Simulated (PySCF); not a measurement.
## Calculated data, BGeH4O, CH5BClGe, CH4B2Ge, CH4Ge and others

Calculation on a computer-drawn molecule: the log of a Hartree-Fock and frozen-core CCSD(T) single point meant for a local Hartree-Fock minimum, with one planted fault or none, to be diagnosed. Offsets are logged minus clean, where the clean run is the same molecule without the fault. The reference is restricted for singlets and unrestricted otherwise, and also for a bond in bohr or an excited solution. Adding or removing an electron swaps singlet and doublet. The excited solution moves the top pair (singlet) or top alpha electron (doublet) to the lowest empty orbital. Highest occupied and lowest empty are orbital energies over both spins, largest force is the largest gradient component, triples share is (T) over the correlation energy, the T1 limit is 0.02 restricted and 0.045 unrestricted, electrons count all cores, a negative frequency is imaginary (commonest isotopes), and the dipole is about the centre of nuclear charge; on germanium a core potential holds 10 electrons, which the energies leave out, and 3d is frozen in MP2 and coupled-cluster steps. Program: PySCF 2.14.0.

Common to all runs: meant basis and core potential on germanium cc-pVDZ-PP ECP10MDF; logged SCF converged yes; possible faults no fault, one electron removed, one electron added, multiplicity raised by two, geometry at a saddle point, SCF held on an excited solution, minimal basis STO-3G, one bond length entered in bohr, all coordinates scaled.

(1) 
```xyz
7
formula=BGeH4O meant_charge=0 meant_multiplicity=2 meant_basis=cc-pVDZ logged_electrons=49 logged_basis_functions=71 logged_spin_squared=1.4658 logged_highest_occupied=-8.5664 logged_lowest_empty=1.1232 logged_largest_force=0.014563 logged_T1_diagnostic=0.057921 logged_D1_diagnostic=0.2372 logged_triples_share=0.026937 logged_CC_converged=yes logged_dipole_magnitude=2.1782 logged_SCF_stable_within_its_kind=yes logged_energy_HF=-395.09727 logged_energy_CCSD(T)=-395.46373 planted_fault=one_bond_length_entered_in_bohr,row_2_of_the_drawn_bonds HF_energy_offset_from_clean_run=54.03 CCSD(T)_energy_offset_from_clean_run=68.56
B     -0.3358    -2.0351     0.9485
Ge    -1.9358    -0.9787     0.1769
O     -1.5793    -0.0634    -3.0623
H      0.7962    -2.2456     0.6306
H     -3.2084    -1.8188     0.1670
H     -2.1324     0.2790     1.0371
H     -0.7675     0.3779    -3.2652
```

Units: logged_highest_occupied, logged_lowest_empty in eV; logged_largest_force in hartree/bohr; logged_dipole_magnitude in debye; logged_energy_HF, logged_energy_CCSD(T) in hartree; HF_energy_offset_from_clean_run, CCSD(T)_energy_offset_from_clean_run in kcal/mol.

Drawn bonds:
```csv
atom,other atom,order
1,2,1
2,3,1
1,4,1
2,5,1
2,6,1
3,7,1
```

Notes: T1 above single-reference limit.

(2) 
```xyz
9
formula=CH5BClGe meant_charge=0 meant_multiplicity=2 meant_basis=cc-pV(D+d)Z logged_electrons=65 logged_basis_functions=99 logged_spin_squared=0.7573 logged_highest_occupied=-9.4735 logged_lowest_empty=0.58616 logged_largest_force=0.039606 logged_T1_diagnostic=0.012146 logged_D1_diagnostic=0.036609 logged_triples_share=0.027708 logged_CC_converged=yes logged_dipole_magnitude=3.8773 logged_SCF_stable_within_its_kind=yes logged_energy_HF=-818.29046 logged_energy_CCSD(T)=-818.79962 planted_fault=all_coordinates_scaled,by_+6.1_% HF_energy_offset_from_clean_run=15.84 CCSD(T)_energy_offset_from_clean_run=10.94
B     -1.9754     0.3031    -0.3769
Ge    -2.0131     0.1326     1.8096
C     -0.3967     1.0193     2.7587
Cl    -1.9326    -2.1238     2.3908
H     -2.0333     1.3162    -1.1375
H     -3.4261     0.6527     2.4199
H      0.5956     0.5863     2.3502
H     -0.4132     2.1641     2.5797
H     -0.4541     0.8117     3.8955
```

Units: logged_highest_occupied, logged_lowest_empty in eV; logged_largest_force in hartree/bohr; logged_dipole_magnitude in debye; logged_energy_HF, logged_energy_CCSD(T) in hartree; HF_energy_offset_from_clean_run, CCSD(T)_energy_offset_from_clean_run in kcal/mol.

Drawn bonds:
```csv
atom,other atom,order
1,2,1
2,3,1
2,4,1
1,5,1
2,6,1
3,7,1
3,8,1
3,9,1
```

(3) 
```xyz
9
formula=CH5BClGe meant_charge=0 meant_multiplicity=2 meant_basis=cc-pV(D+d)Z logged_electrons=65 logged_basis_functions=99 logged_spin_squared=0.7834 logged_highest_occupied=-8.4767 logged_lowest_empty=-0.12119 logged_largest_force=0.035073 logged_dipole_magnitude=2.7486 logged_SCF_stable_within_its_kind=no logged_energy_HF=-818.28183 planted_fault=SCF_held_on_an_excited_solution HF_energy_offset_from_clean_run=21.26
B     -1.8619     0.2857    -0.3553
Ge    -1.8974     0.1250     1.7056
C     -0.3739     0.9607     2.6001
Cl    -1.8215    -2.0017     2.2534
H     -1.9164     1.2405    -1.0721
H     -3.2291     0.6152     2.2808
H      0.5614     0.5526     2.2150
H     -0.3894     2.0397     2.4314
H     -0.4280     0.7650     3.6715
```

Units: logged_highest_occupied, logged_lowest_empty in eV; logged_largest_force in hartree/bohr; logged_dipole_magnitude in debye; logged_energy_HF in hartree; HF_energy_offset_from_clean_run in kcal/mol.

Drawn bonds:
```csv
atom,other atom,order
1,2,1
2,3,1
2,4,1
1,5,1
2,6,1
3,7,1
3,8,1
3,9,1
```

Notes: coupled-cluster numbers left out as unreliable.

(4) 
```xyz
9
formula=CH5BClGe meant_charge=0 meant_multiplicity=2 meant_basis=cc-pV(D+d)Z logged_electrons=65 logged_basis_functions=99 logged_spin_squared=0.7572 logged_highest_occupied=-9.3779 logged_lowest_empty=0.73938 logged_largest_force=1.238e-05 logged_lowest_frequency=117.32 logged_T1_diagnostic=0.011154 logged_D1_diagnostic=0.033919 logged_triples_share=0.025607 logged_CC_converged=yes logged_dipole_magnitude=3.3624 logged_SCF_stable_within_its_kind=yes logged_energy_HF=-818.31571 logged_energy_CCSD(T)=-818.81705 planted_fault=no_fault HF_energy_offset_from_clean_run=0 CCSD(T)_energy_offset_from_clean_run=0
B     -1.8619     0.2857    -0.3553
Ge    -1.8974     0.1250     1.7056
C     -0.3739     0.9607     2.6001
Cl    -1.8215    -2.0017     2.2534
H     -1.9164     1.2405    -1.0721
H     -3.2291     0.6152     2.2808
H      0.5614     0.5526     2.2150
H     -0.3894     2.0397     2.4314
H     -0.4280     0.7650     3.6715
```

Units: logged_highest_occupied, logged_lowest_empty in eV; logged_largest_force in hartree/bohr; logged_lowest_frequency in cm⁻¹; logged_dipole_magnitude in debye; logged_energy_HF, logged_energy_CCSD(T) in hartree; HF_energy_offset_from_clean_run, CCSD(T)_energy_offset_from_clean_run in kcal/mol.

Drawn bonds:
```csv
atom,other atom,order
1,2,1
2,3,1
2,4,1
1,5,1
2,6,1
3,7,1
3,8,1
3,9,1
```

(5) 
```xyz
9
formula=CH5BClGe meant_charge=0 meant_multiplicity=2 meant_basis=cc-pV(D+d)Z logged_electrons=65 logged_basis_functions=99 logged_spin_squared=1.2424 logged_highest_occupied=-9.6848 logged_lowest_empty=0.70385 logged_largest_force=0.029122 logged_T1_diagnostic=0.047153 logged_D1_diagnostic=0.22809 logged_triples_share=0.030556 logged_CC_converged=yes logged_dipole_magnitude=2.5748 logged_SCF_stable_within_its_kind=yes logged_energy_HF=-818.19927 logged_energy_CCSD(T)=-818.70312 planted_fault=one_bond_length_entered_in_bohr,row_4_of_the_drawn_bonds HF_energy_offset_from_clean_run=73.06 CCSD(T)_energy_offset_from_clean_run=71.49
B     -1.8619     0.2857    -0.3553
Ge    -1.8974     0.1250     1.7056
C     -0.3739     0.9607     2.6001
Cl    -1.8215    -2.0017     2.2534
H     -1.9649     2.0900    -1.7099
H     -3.2291     0.6152     2.2808
H      0.5614     0.5526     2.2150
H     -0.3894     2.0397     2.4314
H     -0.4280     0.7650     3.6715
```

Units: logged_highest_occupied, logged_lowest_empty in eV; logged_largest_force in hartree/bohr; logged_dipole_magnitude in debye; logged_energy_HF, logged_energy_CCSD(T) in hartree; HF_energy_offset_from_clean_run, CCSD(T)_energy_offset_from_clean_run in kcal/mol.

Drawn bonds:
```csv
atom,other atom,order
1,2,1
2,3,1
2,4,1
1,5,1
2,6,1
3,7,1
3,8,1
3,9,1
```

Notes: T1 above single-reference limit.

(6) 
```xyz
8
formula=CH4B2Ge meant_charge=0 meant_multiplicity=1 meant_basis=cc-pVDZ logged_electrons=52 logged_basis_functions=85 logged_spin_squared=1.4399 logged_highest_occupied=-8.6435 logged_lowest_empty=0.2608 logged_largest_force=0.013879 logged_T1_diagnostic=0.060992 logged_D1_diagnostic=0.21953 logged_triples_share=0.041922 logged_CC_converged=yes logged_dipole_magnitude=0.56648 logged_SCF_stable_within_its_kind=yes logged_energy_HF=-382.66565 logged_energy_CCSD(T)=-383.07108 planted_fault=one_bond_length_entered_in_bohr,row_4_of_the_drawn_bonds HF_energy_offset_from_clean_run=48.75 CCSD(T)_energy_offset_from_clean_run=65.55
B     -2.2567    -1.2196     0.3369
Ge    -0.1998    -1.9035     0.0081
B      1.0231    -0.3132    -0.4174
C      1.7885     0.8074    -0.6980
H     -0.1822    -3.7990    -2.1883
H      0.2897    -2.6267     1.2708
H      2.8535     0.7499    -0.9012
H      1.3563     1.8036    -0.7283
```

Units: logged_highest_occupied, logged_lowest_empty in eV; logged_largest_force in hartree/bohr; logged_dipole_magnitude in debye; logged_energy_HF, logged_energy_CCSD(T) in hartree; HF_energy_offset_from_clean_run, CCSD(T)_energy_offset_from_clean_run in kcal/mol.

Drawn bonds:
```csv
atom,other atom,order
1,2,1
2,3,1
3,4,2
2,5,1
2,6,1
4,7,1
4,8,1
```

Notes: T1 above single-reference limit.

(7) 
```xyz
6
formula=CH4Ge meant_charge=0 meant_multiplicity=1 meant_basis=cc-pVDZ logged_electrons=42 logged_basis_functions=57 logged_spin_squared=2.0267 logged_highest_occupied=-6.0721 logged_lowest_empty=0.7812 logged_largest_force=0.096558 logged_T1_diagnostic=0.009823 logged_D1_diagnostic=0.027193 logged_triples_share=0.021932 logged_CC_converged=yes logged_dipole_magnitude=1.312 logged_SCF_stable_within_its_kind=yes logged_energy_HF=-333.44171 logged_energy_CCSD(T)=-333.68384
C      0.8394     1.4776     0.7418
Ge     1.7656     0.9032    -0.6384
H     -0.1809     1.8237     0.6350
H      1.2625     1.5019     1.7380
H      1.2016     0.8566    -2.0475
H      3.1976     0.4114    -0.5234
```

Units: logged_highest_occupied, logged_lowest_empty in eV; logged_largest_force in hartree/bohr; logged_dipole_magnitude in debye; logged_energy_HF, logged_energy_CCSD(T) in hartree.

Drawn bonds:
```csv
atom,other atom,order
1,2,2
1,3,1
1,4,1
2,5,1
2,6,1
```

(8) 
```xyz
10
formula=C2H6BGe meant_charge=1 meant_multiplicity=1 meant_basis=cc-pVDZ logged_electrons=54 logged_basis_functions=95 logged_spin_squared=1.5667 logged_highest_occupied=-14.178 logged_lowest_empty=-5.1008 logged_largest_force=0.052487 logged_T1_diagnostic=0.070547 logged_D1_diagnostic=0.28393 logged_triples_share=0.042261 logged_CC_converged=yes logged_dipole_magnitude=0.18956 logged_SCF_stable_within_its_kind=yes logged_energy_HF=-396.81303 logged_energy_CCSD(T)=-397.27691
C      1.5143    -1.2752     3.8888
Ge     1.3161    -2.1775     2.3749
B      0.1227    -1.1186     1.1240
C     -1.5546     0.4706    -0.5147
H      1.0368    -0.3149     4.0409
H      2.1140    -1.6460     4.7119
H      1.8548    -3.4980     1.9137
H     -1.8038     1.3979     0.0181
H     -1.0414     0.7294    -1.4484
H     -2.4840    -0.0641    -0.7437
```

Units: logged_highest_occupied, logged_lowest_empty in eV; logged_largest_force in hartree/bohr; logged_dipole_magnitude in debye; logged_energy_HF, logged_energy_CCSD(T) in hartree.

Drawn bonds:
```csv
atom,other atom,order
1,2,2
2,3,1
3,4,1
1,5,1
1,6,1
2,7,1
4,8,1
4,9,1
4,10,1
```

Notes: T1 above single-reference limit.

**Q.** CH4Ge (entry 7): planted fault?
**A.** multiplicity raised by two

**Q.** Give the missing planted fault for C2H6BGe (entry 8).
**A.** one bond length entered in bohr, row 3 of the drawn bonds

Further results for CH4Ge (entry 7):

* HF energy offset from clean run: 36.07 kcal/mol
* CCSD(T) energy offset from clean run: 62.3 kcal/mol

Further results for C2H6BGe (entry 8):

- HF energy offset from clean run: 83.1 kcal/mol
- CCSD(T) energy offset from clean run: 106.8 kcal/mol
